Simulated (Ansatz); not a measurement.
Cartesian coordinates in Å:
```
C -1.8112 -0.7157 -1.1956
B -1.2933 -0.2095 0.1857
Al 0.6984 -0.3397 0.9338
C 2.0894 0.9957 0.5676
H -1.1955 -1.4433 -1.7266
H -2.8537 -1.0470 -1.1907
H -1.8088 0.2038 -1.8092
H -2.1175 0.3676 0.8543
H 1.1167 -1.5731 1.8658
H 1.7512 1.8348 -0.0443
H 2.9366 0.5263 0.0545
H 2.4877 1.4001 1.5047
```

Charge 0, multiplicity 1.

Problem. List the B3LYP/def2-TZVPP orbital energies in eV (Ansatz). (Estimate.)

Solution. The calculation gave: Occupied: -1523.63, -276.26, -275.90, -183.44, -111.66, -72.42, -72.19, -72.17, -19.17, -18.35, -12.81, -11.33, -11.01, -10.71, -10.62, -10.06, -9.00, -7.67, -6.60. Lowest empty: -1.77, -1.26, 0.61, 1.11, 1.60, 2.33, 2.34, 2.66.

B3LYP here is the variant with VWN-RPA as its local correlation; programs differ in this.
